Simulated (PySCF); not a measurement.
H2O2Zn, SMILES [OH][Zn][OH] (connectivity only; charge and spin as stated), charge +1, multiplicity 2.

Geometry optimised at B3LYP-D3(BJ)/def2-TZVP. The spin state was assumed, not searched. The isomer is the one that the SMILES or the coordinates give; other isomers of the formula were not compared. The values are those of a single conformer.

Calculation: PySCF with TDA-B3LYP/def2-SVPD.

Vertical excitations. Gas-phase values at a fixed geometry.

Computed UV-visible absorptions:
```json
[
 {"state": "root 1", "energy (eV)": "0.83", "λ (nm)": "1498", "f": "0.000", "main pairs": "β HOMO−1→LUMO 99 %"},
 {"state": "root 2", "energy (eV)": "1.37", "λ (nm)": "902", "f": "0.000", "main pairs": "β HOMO−2→LUMO 99 %"},
 {"state": "root 3", "energy (eV)": "2.39", "λ (nm)": "520", "f": "0.302", "main pairs": "β HOMO→LUMO 85 %"},
 {"state": "root 4", "energy (eV)": "4.45", "λ (nm)": "278", "f": "0.000", "main pairs": "β HOMO−3→LUMO 99 %"},
 {"state": "root 5", "energy (eV)": "4.55", "λ (nm)": "272", "f": "0.000", "main pairs": "β HOMO−4→LUMO 99 %"},
 {"state": "root 6", "energy (eV)": "5.18", "λ (nm)": "240", "f": "0.019", "main pairs": "β HOMO→LUMO+1 98 %"},
 {"state": "root 7", "energy (eV)": "6.52", "λ (nm)": "190", "f": "0.005", "main pairs": "α HOMO→LUMO 39 %, β HOMO−1→LUMO+1 59 %"},
 {"state": "root 8", "energy (eV)": "6.80", "λ (nm)": "182", "f": "0.000", "main pairs": "α HOMO−2→LUMO 41 %, β HOMO−2→LUMO+1 55 %"},
 {"state": "root 9", "energy (eV)": "7.12", "λ (nm)": "174", "f": "0.000", "main pairs": "β HOMO−7→LUMO 100 %"},
 {"state": "root 10", "energy (eV)": "7.12", "λ (nm)": "174", "f": "0.000", "main pairs": "β HOMO−6→LUMO 100 %"}
]
```
Unrestricted roots are not spin-pure.
